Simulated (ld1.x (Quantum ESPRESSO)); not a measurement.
# u(r) = r·R(r): atom against pseudo-atom (chlorine (Cl))

Columns: radius, all-electron u(r) and pseudo u(r) of the 3s shell (level -20.53 eV) of chlorine in the configuration [Ne] 3s2 3p5; PBE, non-relativistic, TM semilocal scheme, ld1.x (Quantum ESPRESSO) 7.5.

| r (bohr) | all-electron | pseudo |
| --- | --- | --- |
| 0.062 | 0.2181 | 0.0527 |
| 0.125 | -0.0150 | 0.1039 |
| 0.188 | -0.2608 | 0.1506 |
| 0.250 | -0.4012 | 0.1905 |
| 0.312 | -0.4343 | 0.2237 |
| 0.375 | -0.3827 | 0.2515 |
| 0.438 | -0.2746 | 0.2757 |
| 0.500 | -0.1377 | 0.2996 |
| 0.562 | 0.0114 | 0.3280 |
| 0.625 | 0.1624 | 0.3658 |
| 0.688 | 0.3045 | 0.4165 |
| 0.750 | 0.4306 | 0.4806 |
| 0.812 | 0.5408 | 0.5565 |
| 0.875 | 0.6357 | 0.6382 |
| 0.938 | 0.7136 | 0.7137 |
| 1.000 | 0.7744 | 0.7744 |
| 1.062 | 0.8204 | 0.8204 |
| 1.125 | 0.8535 | 0.8535 |
| 1.188 | 0.8741 | 0.8741 |
| 1.250 | 0.8839 | 0.8839 |
| 1.312 | 0.8848 | 0.8848 |
| 1.375 | 0.8780 | 0.8780 |
| 1.438 | 0.8648 | 0.8648 |
| 1.500 | 0.8467 | 0.8467 |
| 1.562 | 0.8245 | 0.8245 |
| 1.625 | 0.7988 | 0.7988 |

Problem. How many radial nodes do the two functions have?

Solution. The all-electron 3s function has n − l − 1 = 2; the pseudo-wave has 0, since the states of the same l below it are removed with the core.

Problem. At about which radius was the pseudo-wave matched?

Solution. 1.00 bohr, where the columns begin to agree (steps of 0.06 bohr).

Problem. Is the pseudo-wave norm-conserving?

Solution. Yes: the TM semilocal scheme keeps the norm inside the radius equal to the all-electron one, which fixes the energy derivative of the logarithmic derivative at the level.
